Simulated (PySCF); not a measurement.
# Structure elucidation problem

An unknown has the formula C$_{7}$H$_{13}$BO$_{2}$. Its calculated NMR data are:

$^{1}$H NMR (400 MHz, computed): δ 3.74 (br s, 2H), 2.07 (m, 1H), 2.06 (m, 1H), 1.99 (m, 1H), 1.94 (m, 1H), 1.94 (m, 1H), 1.85 (m, 1H), 1.83 (m, 1H), 1.73 (m, 1H), 1.56 (m, 1H), 1.26 (m, 1H), 0.89 (m, 1H).

$^{13}$C{$^{1}$H} NMR (computed): δ 40.6 (CH2), 36.2 (CH), 35.9 (CH), 32.0 (CH2), 29.5 (CH2), 26.8 (CH), 19.6 (CH2).

[PySCF: PBE0-D3(BJ)/def2-SVP geometry; GIAO B97-2/pcSseg-1 shieldings; no solvent model; single conformer; rapidly exchanging positions averaged; no relativistic terms]

Scale: $^{1}$H (σref 31.38), $^{13}$C (σref 183.69) against TMS (reference shieldings calculated alike).

Q: Choose the structure that fits.
A. OB(O)[C@H]1[C@@H]2CCCC[C@@H]21
B. C=C(C)CB(O)OC1CC1
C. C[C@@H]1CC2(CC2)[C@@H]1B(O)O
D. OB(O)[C@@H]1CC[C@H]2C[C@@H]1C2

A: D. 

7 carbon signals for 7 carbons: no two carbons are equivalent. Carbon types of the structure: 3 × CH, 4 × CH2, leaving 2 H on heteroatoms. δC 40.6, 32.0, 29.5, 19.6: sp3 CH2 in a ring; a saturated carbon with 2 carbon neighbours and no heteroatom attached. δC 36.2, 35.9: sp3 CH in a ring; a saturated carbon with 3 carbon neighbours and no heteroatom attached. δH 3.74: hydrogen on an oxygen bonded to B; exchangeable, gas-phase position. δH 2.06, 1.99, 1.94, 1.85, 1.83, 1.73, 1.56, 0.89: hydrogen on an sp3 CH2 in a ring. δH 1.26: hydrogen on an sp3 CH bonded to B.

The others: C[C@@H]1CC2(CC2)[C@@H]1B(O)O would give 9 signals for carbon-bound and other non-exchanging H, not 11; C=C(C)CB(O)OC1CC1 would give 6 carbon signals, not 7; OB(O)[C@H]1[C@@H]2CCCC[C@@H]21 would give 4 carbon signals, not 7.

Exchangeable OH/NH protons stand at their gas-phase positions; hydrogen bonding in a real sample shifts them, mostly to higher δ. A carbon bonded to boron is broadened by the quadrupolar boron nucleus and is often missing from a measured spectrum. Shifts are as computed. Against solution values, carbons near 30 ppm lie about +1 ppm off and those near 130 ppm about +2 ppm. Of 1211 compounds with measured shifts, 218 miss one by over three times the rms of a fit or turn the order of signals round; such compounds aren't used in these exercises. Multiplicities follow the n + 1 count of equivalent neighbours, as no J values were calculated; m marks all less simple cases, F and P coupling included.
